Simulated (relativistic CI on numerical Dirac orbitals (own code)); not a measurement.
## Cr⁵⁺ (3d) in a crystal field

Calculated by Dirac-Coulomb-Breit CI, KLI orbitals optimised for each configuration, model QED (radiative potential, 1s self-energy scaled to tabulated hydrogen-like ionisation energies), one configuration in a parametric crystal field, unscaled Slater integrals (own radial code).

Field parameters in Wybourne normalisation: Td as Oh with Dq negative (B⁴₀ = 21Dq, B⁴₄ = √(5/14) B⁴₀). The field is a parameter set, without covalency.

S is read from ⟨S²⟩ = S(S + 1).

Levels (cm⁻¹, degeneracy): 0 (4), 17592 (4), 18122 (2).

Question: Which field gives this pattern?
A. Td, 10Dq = -17750 cm⁻¹
B. Td, 10Dq = -18300 cm⁻¹
C. Td, 10Dq = -12700 cm⁻¹

Answer: A. Td, 10Dq = -17750 cm⁻¹, ground level with S = 0.50.
